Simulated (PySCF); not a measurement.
C₂H₆AlCl, singlet, at a GFN2-xTB geometry of the parent state (such geometries of metal compounds can be far from the true shape); PySCF with HF/STO-3G.

The PySCF input:
```python
from pyscf import gto, scf

mol = gto.Mole()
mol.atom = '''
    Al    0.091244   -0.104779    0.096178
    C     1.983315   -0.847047   -0.125519
    H     1.975511   -1.925332    0.039993
    H     2.631427   -0.352767    0.600482
    H     2.278661   -0.598749   -1.147671
    C    -0.336721   -1.043797    1.861153
    H    -0.491636   -2.104434    1.655017
    H    -1.254391   -0.577458    2.227328
    H     0.490321   -0.906274    2.559179
    Cl   -0.982096    1.127777   -1.035203
'''
mol.basis = 'sto-3g'
mol.charge = 0
mol.spin = 0
mol.verbose = 4
mol.build()

mf = scf.RHF(mol)
mf.kernel()
```

What the program printed (banner, timings and long lists left out):

```
PySCF version 2.14.0

[INPUT] verbose = 4
[INPUT] num. atoms = 10
[INPUT] num. electrons = 48
[INPUT] charge = 0
[INPUT] spin (= nelec alpha-beta = 2S) = 0
[INPUT] symmetry False subgroup None
[INPUT] Mole.unit = angstrom
[INPUT] Symbol           X                Y                Z      unit          X                Y                Z       unit  Magmom
[INPUT]  1 Al     0.091244000000  -0.104779000000   0.096178000000 AA    0.172426170510  -0.198003613606   0.181750079208 Bohr   0.0
[INPUT]  2 C      1.983315000000  -0.847047000000  -0.125519000000 AA    3.747922168742  -1.600686844634  -0.237196533429 Bohr   0.0
[INPUT]  3 H      1.975511000000  -1.925332000000   0.039993000000 AA    3.733174746066  -3.638350178861   0.075575816900 Bohr   0.0
[INPUT]  4 H      2.631427000000  -0.352767000000   0.600482000000 AA    4.972676346786  -0.666633015784   1.134746522731 Bohr   0.0
[INPUT]  5 H      2.278661000000  -0.598749000000  -1.147671000000 AA    4.306045220728  -1.131471627357  -2.168783871106 Bohr   0.0
[INPUT]  6 C     -0.336721000000  -1.043797000000   1.861153000000 AA   -0.636310470390  -1.972490459643   3.517069445913 Bohr   0.0
[INPUT]  7 H     -0.491636000000  -2.104434000000   1.655017000000 AA   -0.929057392977  -3.976803907223   3.127528861499 Bohr   0.0
[INPUT]  8 H     -1.254391000000  -0.577458000000   2.227328000000 AA   -2.370455443119  -1.091237468439   4.209039909575 Bohr   0.0
[INPUT]  9 H      0.490321000000  -0.906274000000   2.559179000000 AA    0.926572403123  -1.712609653814   4.836147413738 Bohr   0.0
[INPUT] 10 Cl    -0.982096000000   1.127777000000  -1.035203000000 AA   -1.855892468031   2.131189659584  -1.956250153328 Bohr   0.0

nuclear repulsion = 189.999833057833
number of shells = 22
number of NR pGTOs = 102
number of NR cGTOs = 34
basis = sto-3g
ecp = {}

******** <class 'pyscf.scf.hf.RHF'> ********
method = RHF
initial guess = minao
damping factor = 0
level_shift factor = 0
DIIS = <class 'pyscf.scf.diis.CDIIS'>
diis_start_cycle = 1
diis_space = 8
diis_damp = 0
SCF conv_tol = 1e-09
SCF conv_tol_grad = None
SCF max_cycles = 50
direct_scf = True
direct_scf_tol = 1e-13
Set gradient conv threshold to 3.16228e-05
Initial guess from minao.
init E= -771.57928394691
  HOMO = -0.221995072201534  LUMO = 0.139188925242458  gap/eV = 9.82832
cycle= 1 E= -771.959059704817  delta_E= -0.38  |g|= 0.276  |ddm|= 3.45
  HOMO = -0.268377309663904  LUMO = 0.280732592566974  gap/eV = 14.94204
cycle= 2 E= -771.993219542887  delta_E= -0.0342  |g|= 0.0631  |ddm|= 0.57
  HOMO = -0.284525187967494  LUMO = 0.301245343840055  gap/eV = 15.93963
cycle= 3 E= -771.995468182306  delta_E= -0.00225  |g|= 0.0207  |ddm|= 0.142
  HOMO = -0.281475285734873  LUMO = 0.299107108268723  gap/eV = 15.79845
cycle= 4 E= -771.995712332145  delta_E= -0.000244  |g|= 0.00227  |ddm|= 0.0535
  HOMO = -0.282837865105102  LUMO = 0.297903106572575  gap/eV = 15.80277
cycle= 5 E= -771.995716501903  delta_E= -4.17e-06  |g|= 0.000406  |ddm|= 0.00717
  HOMO = -0.282728839171983  LUMO = 0.298014243730006  gap/eV = 15.80282
cycle= 6 E= -771.995716644198  delta_E= -1.42e-07  |g|= 7.78e-05  |ddm|= 0.00125
  HOMO = -0.282735909530312  LUMO = 0.298017854417503  gap/eV = 15.80311
cycle= 7 E= -771.995716649837  delta_E= -5.64e-09  |g|= 1.16e-05  |ddm|= 0.000268
  HOMO = -0.282736828309788  LUMO = 0.298015570176312  gap/eV = 15.80308
cycle= 8 E= -771.995716649961  delta_E= -1.24e-10  |g|= 1.26e-06  |ddm|= 4.13e-05
  HOMO = -0.282736774998876  LUMO = 0.298015469638248  gap/eV = 15.80307
Extra cycle  E= -771.995716649963  delta_E= -2.05e-12  |g|= 3.87e-07  |ddm|= 2.63e-06
converged SCF energy = -771.995716649963
```
